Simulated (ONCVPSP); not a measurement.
## potassium (K): one change to an ONCV potential, before and after

* Element: potassium (K)
* Generator: ONCVPSP 4.0.1
* Type: optimised norm-conserving Vanderbilt (ONCV)
* Functional: LDA (Perdew-Wang 92)
* Relativity: scalar-relativistic
* Frozen core: [Ne]
* Valence charge: 9
* Reference configuration: 3s2 3p6 4s0.5 4p0.5
* Partial waves: 3s+4s: rc 1.95 bohr, ncon 3, nbas 6, qcut 7.6 1/bohr, 2 projectors; 3p+4p: rc 2.50 bohr, ncon 4, nbas 7, qcut 6.4 1/bohr, 2 projectors; d scattering state at 0.12 Ha: rc 2.00 bohr, ncon 3, nbas 6, qcut 5.7 1/bohr, 2 projectors, debl 0.6 Ha; f scattering state at 0.4 Ha: rc 2.75 bohr, ncon 4, nbas 7, qcut 4.6 1/bohr, 2 projectors, debl 2.3 Ha
* Local potential: polynomial inside 1.55 bohr (lpopt 3, dvloc0 6 Ha)
* Core correction: Teter function, fcfact 4.25, rcfact 1.4

Change: local potential polynomial inside 1.55 bohr (lpopt 3, dvloc0 -1 Ha).

Cutoffs: the cutoffs (Ha) at which the residual kinetic energy of the hardest occupied pseudo-wave falls to 1 and 0.1 mHa per electron; they do not see the model core or the augmentation charge, which bear on the density cutoff. Errors are all-electron minus pseudo energies relative to the spin-unpolarised reference configuration.

**Question.** Predict the effect on cutoff, ghosts and configuration errors.

**Answer.** The potential gets neither clearly harder nor softer (15 Ha and 18 Ha → 15 Ha and 18 Ha); the errors of the 4 common tests hardly move; the range in which the d phases agree widens (upper end 2.2 → at the end of the scan); the range in which the f phases agree narrows (upper end at the end of the scan → 3.0); neither file shows a bound ghost.

```csv
quantity,base,changed
"cutoff, loose",15 Ha,15 Ha
"cutoff, tight",18 Ha,18 Ha
bound ghosts,none,none
GHOST(+) flags under 300 eV,none,f at 90.6 eV
"error for 3s2 3p6 4s1 4p0, meV [ΔE -0.80 eV]",0.0,0.0
"error for 3s2 3p6 4s0 4p0, meV [ΔE 3.60 eV]",-0.1,-0.1
"error for 3s2 3p6 4s0.5 4p0, meV [ΔE 0.91 eV]",0.0,0.0
"error for 3s1 3p6 4s1 4p0, meV [ΔE 41.03 eV]",-69,-69
s: phases at 1.98 bohr within 0.05 rad from the reference energy up to (Ha; the scan ends near 5),to the end of the scan,to the end of the scan
p: phases at 2.53 bohr within 0.05 rad from the reference energy up to (Ha; the scan ends near 5),4.4,4.1
d: phases at 2.03 bohr within 0.05 rad from the reference energy up to (Ha; the scan ends near 5),2.2,to the end of the scan
f: phases at 2.78 bohr within 0.05 rad from the reference energy up to (Ha; the scan ends near 5),to the end of the scan,3.0
"rms error of d²Exc/dni dnj with the model core, mHa",0.26,0.26
```
